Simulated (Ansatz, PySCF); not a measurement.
Molecule: C2H2N (charge -1, singlet). It need not be the lowest isomer of its formula. Whether it binds its extra electron was not tested at this geometry. 
Coordinates optimised at B3LYP-D3(BJ)/def2-TZVP (Ansatz, a quantum-chemistry and plane-wave program):
```xyz
5

C     -1.1588    -0.0185    -0.0623
N      0.2321    -0.0118    -0.0049
C      1.4060    -0.0714    -0.0293
H     -1.5751    -0.3590     0.8909
H     -1.5320     0.9808    -0.3072
```
Charge -1, spin multiplicity 1.

Total electronic energies in hartree. Cores are frozen in the correlated levels unless marked. No spin-orbit coupling. No relativistic terms. Basis-set limits of correlation are two-point, X^-3; Hartree-Fock from the larger set. [CCSD(T)-MP2]/basis is that difference in the basis named.

```tsv
level	program	energy (Eh)
PBE0/STO-3G	Ansatz	-130.09843
r2SCANh-D4/def2-TZVPD	Ansatz + dftd4	-132.05594
PW6B95-D3(BJ)/def2-TZVPD	PySCF + dftd3	-132.31097
MP2/STO-3G	Ansatz	-129.60536
MP2/cc-pVDZ	Ansatz	-131.67587
MP2/cc-pVTZ	Ansatz	-131.81620
CCSD(T)/aug-cc-pVTZ	Ansatz	-131.87408
CCSD(T) with core electrons/cc-pwCVTZ	Ansatz	-132.00992
RI-MP2/CBS(aug-cc-pVTZ,aug-cc-pVQZ)+[CCSD(T)-MP2]/aug-cc-pVTZ	Ansatz	-131.9318
```

Totals of different functionals don't rank their quality; only differences between species are comparable.
